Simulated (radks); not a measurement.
Values are calculated unless marked as measured or tabulated.
The mean radii <r> (bohr) of the occupied orbitals of an atom or ion are listed with their occupations. Code: a radial shooting solver on a logarithmic mesh with Libxc functionals. Model: non-relativistic Kohn-Sham, revTPSS, spin-polarised, spherical densities, point nucleus; meta-GGA in the generalised Kohn-Sham scheme.

| orbital | occ. | <r> |
|---|---|---|
| 1s down | 1 | 0.01845 |
| 1s up | 1 | 0.01845 |
| 2s up | 1 | 0.07761 |
| 2s down | 1 | 0.07761 |
| 2p up | 3 | 0.06557 |
| 2p down | 3 | 0.06557 |
| 3s up | 1 | 0.1952 |
| 3s down | 1 | 0.1952 |
| 3p up | 3 | 0.1858 |
| 3p down | 3 | 0.1858 |
| 3d up | 5 | 0.1619 |
| 3d down | 5 | 0.1619 |
| 4s up | 1 | 0.4265 |
| 4s down | 1 | 0.4265 |
| 4p up | 3 | 0.4294 |
| 4p down | 3 | 0.4294 |
| 4d up | 5 | 0.4337 |
| 4d down | 5 | 0.4337 |
| 4f up | 7 | 0.4441 |
| 4f down | 7 | 0.4441 |
| 5s up | 1 | 0.9510 |
| 5s down | 1 | 0.9511 |
| 5p up | 3 | 1.020 |
| 5p down | 3 | 1.020 |
| 5d up | 5 | 1.269 |
| 5d down | 5 | 1.269 |
| 6s up | 1 | 2.498 |
| 6s down | 1 | 2.476 |
| 6d up | 2 | 6.082 |

Name the element and its charge. Open shells, if any, are filled with parallel spins first.

Answer. Z = 82, lead, charge 0: Pb in [Hg] 6d2. The 1s radius gives Z: for a bare nucleus <r> = 1.5/Z, 0.01829 bohr for Z = 82, and screening makes it slightly larger (0.01845 here). The occupations add up to 82, and the charge is Z minus that.
